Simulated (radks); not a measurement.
The tellurium ion Te3+, 49 electrons, occupied as [Kr] 4d10 5s2 6p1 (not the ground configuration). Method: scalar-relativistic Kohn-Sham, r2SCAN, spin-unpolarised, spherical densities, finite nucleus; meta-GGA in the generalised Kohn-Sham scheme; Fermi nuclear charge, rms radius 4.7423 fm; computed with a radial shooting solver on a logarithmic mesh with Libxc functionals. Some entries of the table are withheld. Estimate them.

orbital,occ.,eigenvalue (Ry),<1/r> (bohr^-1),<r^2> (bohr^2)
1s,2,-2331.523,55.57,0.001048
2s,2,-361.0574,12.73,0.01693
2p,6,-324.1730,12.18,0.01340
3s,2,-74.50419,4.560,0.1181
3p,6,-62.43217,4.331,0.1186
3d,10,-44.21132,4.088,(1)
4s,2,-15.07029,(2),0.6618
4p,6,-11.30934,1.660,0.7673
4d,10,-5.79678,1.378,1.078
5s,2,-3.44147,0.6950,3.945
6p,1,-1.12953,0.2783,23.53

Answer. 
(1) 3d <r^2> (bohr^2): 0.1043
(2) 4s <1/r> (bohr^-1): 1.815
